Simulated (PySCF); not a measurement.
Species: C₆H₈FO (doublet state).
Geometry (GFN2-xTB, Å), atoms numbered from 1 in this order:
```xyz
16
C6H8FO angstrom
C     -2.1841    0.7899    0.6838
C     -1.5691   -0.4040   -0.0416
F     -1.6037   -0.1605   -1.4026
C     -0.1614   -0.6502    0.4110
C      0.9154   -0.3977   -0.3216
C      2.3133   -0.5513    0.1799
C      2.8810    0.7595    0.6105
O      2.4993    1.8817    0.5887
H     -2.2210    0.5927    1.7511
H     -1.5796    1.6756    0.5035
H     -3.1911    0.9697    0.3161
H     -2.1817   -1.3049    0.1112
H     -0.0804   -1.0467    1.4138
H      0.8098    0.0161   -1.3143
H      2.3638   -1.2220    1.0409
H      2.9819   -0.9389   -0.5922
```

The hyperfine couplings belong to this conformer and change with its torsions.

The species is `C[C@@H](F)/C=C/C[C]=O` [radical].

Computed, not measured: UKS B3LYP, pcH-1 on C F H O, non-relativistic, mean-field spin-orbit, GIAO (PySCF). Isolated species at its GFN2-xTB geometry (one conformer only). Couplings are sensitive to structure, and on GFN2-xTB geometries they can be far from those on DFT ones. No stability test was run, so a lower SCF solution isn't excluded.

(1) Predict the first-order ENDOR lines of C7, C6, C4, C1, F3, H16, H15, H12 and H14 under fast tumbling at B = 1217.9 mT (Q band).

(2) Which pairs are centred on the nuclear Larmor frequency, and which on half the coupling?

Results:

(1) For S = 1/2 in fast tumbling each set of equivalent nuclei gives two lines, ν± = |νn ± a/2| to first order, with νn = g_N μN B/h and μN/h = 7.62259 MHz/T.

| nuclei | isotope | g_N | νn (MHz) | a_iso (MHz) | lower line (MHz) | upper line (MHz) |
| --- | --- | --- | --- | --- | --- | --- |
| C7 | 13C | 1.4048 | 13.04 | 341.49 | 157.70 | 183.79 |
| C6 | 13C | 1.4048 | 13.04 | 137.59 | 55.75 | 81.84 |
| C4 | 13C | 1.4048 | 13.04 | 5.73 | 10.18 | 15.91 |
| C1 | 13C | 1.4048 | 13.04 | 4.45 | 10.82 | 15.27 |
| F3 | 19F | 5.2577 | 48.81 | 2.27 | 47.68 | 49.94 |
| H16 | 1H | 5.5857 | 51.86 | -7.43 | 48.14 | 55.57 |
| H15 | 1H | 5.5857 | 51.86 | -2.55 | 50.58 | 53.13 |
| H12 | 1H | 5.5857 | 51.86 | 1.63 | 51.04 | 52.67 |
| H14 | 1H | 5.5857 | 51.86 | 1.38 | 51.17 | 52.54 |

The rows for 13C, of low natural abundance, apply to labelled samples.

(2) Centred on νn, since |a| < 2νn: C4, C1, F3, H16, H15, H12 and H14. Centred on |a|/2 and split by 2νn: C7 and C6.

The largest Mulliken spin populations are on C7 (+0.65) and O8 (+0.23).
